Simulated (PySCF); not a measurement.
## Polarisability and C₆ of Rb+ (rubidium, charge +1)

[Kr], closed-shell 1S. Computed with PySCF 2.14 in ANO-RCC-VTZP (7s6p3d1f, 47 functions), with the spin-free X2C one-electron Hamiltonian (Gaussian nucleus). Coupled (time-dependent) response in atomic units; α is the mean over directions. The basis has no added diffuse functions, which lowers α and C₆.

```
 method  mean α (bohr³)  C₆ (like pair)  S(−4)
    UHF           8.447           50.85  10.24
    PBE           8.822           53.62  11.81
   PBE0           8.663           52.40  11.13
wB97M-V           8.707           52.57  11.48
  B97-3           8.607           51.96  10.90
```

S(−4) is the Cauchy moment in α(ω) = α(0) + S(−4) ω² + …

α(iu) at PBE0:

```csv
u (hartree),α(iu) (bohr³)
0,8.663
0.0500,8.635
0.100,8.553
0.200,8.244
0.300,7.783
0.500,6.634
0.750,5.196
1.00,4.017
1.50,2.473
2.00,1.629
3.00,0.8443
5.00,0.3470
```

A single London oscillator, α(iu) = α/(1 + u²/ω²), gives C₆ = (3/4) ω α². Matching the computed C₆ needs ω = 4 × 52.40 / (3 × 8.663²) = 0.931 hartree.

For an ion, C₆ is the dispersion term alone; charge-induced terms of lower order in 1/R come first.
